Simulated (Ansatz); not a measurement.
Input file for C2H5ClZn (`[CH3][Zn][CH2]Cl`):

```yaml
crystal:
  periodic: [false, false, false]
  atoms:
    - {symbol: C, position_ang: [-0.327043, 1.645752, -1.025269]}
    - {symbol: Zn, position_ang: [0.076915, 0.095802, 0.060984]}
    - {symbol: C, position_ang: [0.442581, -1.513688, 1.112005]}
    - {symbol: Cl, position_ang: [-0.439861, -2.857368, 0.289659]}
    - {symbol: H, position_ang: [-1.007420, 1.381701, -1.838392]}
    - {symbol: H, position_ang: [-0.800853, 2.428449, -0.427887]}
    - {symbol: H, position_ang: [0.582379, 2.061134, -1.466177]}
    - {symbol: H, position_ang: [0.070207, -1.481194, 2.135534]}
    - {symbol: H, position_ang: [1.491596, -1.806887, 1.142441]}
basis:
  gaussian: {orbitals: def2-TZVPP}
correlation: {method: ccsd_t, frozen_orbitals: {C: 1, Cl: 5, H: 0, Zn: 9}}
```

```sh
$ ansatz run in.yaml --threads 4 --pin off --events-out ev --progress --plain --max-ram 10444MiB
```

Output of Ansatz, abridged:

```
Functional definition: HF
1452 factors; integrals over basis functions are off by at most 9.0e-4 eV
mean field evaluation 1: about -63017.9889 eV, gradient 3.1e1 eV
mean field evaluation 2: about -63018.2936 eV, gradient 3.1e1 eV
mean field evaluation 4: about -63020.6569 eV, gradient 6.9e0 eV
mean field evaluation 8: about -63020.7146 eV, gradient 4.3e-1 eV
mean field -63020.71517178 eV, -2315.9685655881 hartree, gradient 1.4e-6 eV, S^2 0.000000; 0 other end points of the search recorded, 0 dependent functions left out
16 core orbitals not correlated: weight in the atoms' cores, before any rotation towards them, 1.000 or more for the frozen orbitals, at most 0.000 for the correlated occupied ones
reference -63020.71517178 eV, -2315.9685655881 hartree; 16, 16 occupied and 206, 206 virtual orbitals, 1452 factors
second order -28.89849961 eV of doubles, -0.00000000 eV of singles
cycle   1  -27.71415434 eV  change     1.2e0 eV  update   1.3e-1
cycle   2  -28.48289483 eV  change   -7.7e-1 eV  update   5.1e-2
cycle   3  -28.66942971 eV  change   -1.9e-1 eV  update   2.1e-2
cycle   4  -28.64729978 eV  change    2.2e-2 eV  update   6.5e-3
cycle   5  -28.63961889 eV  change    7.7e-3 eV  update   2.6e-3
cycle   6  -28.64145367 eV  change   -1.8e-3 eV  update   9.3e-4
cycle   7  -28.64132720 eV  change    1.3e-4 eV  update   3.6e-4
cycle   8  -28.64093595 eV  change    3.9e-4 eV  update   1.1e-4
cycle   9  -28.64102389 eV  change   -8.8e-5 eV  update   4.5e-5
cycle  10  -28.64105670 eV  change   -3.3e-5 eV  update   1.8e-5
perturbative correction -1.07257450 eV, -0.0394163859 hartree
Total energy: -63050.42880298 eV, -2317.0605213941 hartree
```

Run time 3.3 min (4 threads of an Arm Neoverse N1 on a shared host); peak host memory 4.3 GiB.

Correlation energy per correlated electron: -0.929 eV. T1 diagnostic: 0.0129.
